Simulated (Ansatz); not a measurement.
Species: H₂B, SMILES `[BH2]` (charge 0, multiplicity 2).

Problem. Give a relaxed geometry from PBE-D3(BJ)/def2-TZVP (Ansatz, a quantum-chemistry and plane-wave program).

Solution. the end point of this relaxation (outside a Z-matrix the atoms follow the SMILES, hydrogens last).
Z-matrix (Å, degrees):
```
B
H 1 1.1977
H 1 1.1977 2 129.74
```
